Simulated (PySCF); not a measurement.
**Correlation energy of Sn⁺ (tin, charge +1)**

[Kr] 4d10 5s1 5p1 6s1, high-spin 4P determinant (an excited configuration). Calculation: PySCF 2.14, in x2c-TZVPPall with one added diffuse shell each of s, p, d, f type (9s7p5d3f, 76 functions); scalar relativity by spin-free X2C-1e. Frozen: [Kr] 4d10; 3 electrons correlated.

```
  level  correlation energy (mhartree)
   CCSD                         -11.10
    (T)                          -0.10
CCSD(T)                         -11.20
```

Diagnostics: T1 = 0.016, D1 = 0.0389, largest double amplitude 0.049.

Task: Is a single reference adequate?

Result: Yes, within this model without spin-orbit coupling: T1 lies below 0.03 and no double amplitude reaches 0.07.
